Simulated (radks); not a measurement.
Values are calculated unless marked as measured or tabulated.
Problem. Tc3+, configuration [Kr] 4d3 6s1 (not the ground configuration). Code: a radial shooting solver on a logarithmic mesh with Libxc functionals. Model: Dirac Kohn-Sham, BLYP, spin-unpolarised, spherical densities, point nucleus; open shells are shared between the two j in proportion to 2j + 1.

Spin-orbit splittings of the eigenvalues, e(l+1/2) - e(l-1/2), with zeta = 2 splitting/(2l+1) and mean radii in bohr:

shell  occ.  splitting (eV)  zeta (eV)  <r> j=l-1/2  <r> j=l+1/2
2p        6           118.3      78.88       0.1271       0.1318
3p        6               ?          ?       0.4090       0.4196
3d       10           3.809      1.524       0.3968       0.4003
4p        6           3.120      2.080        1.124        1.151
4d        3          0.3844     0.1538        1.445        1.455

Estimate the 3p splitting.

Solution. 19.80 eV (zeta = 13.20 eV).
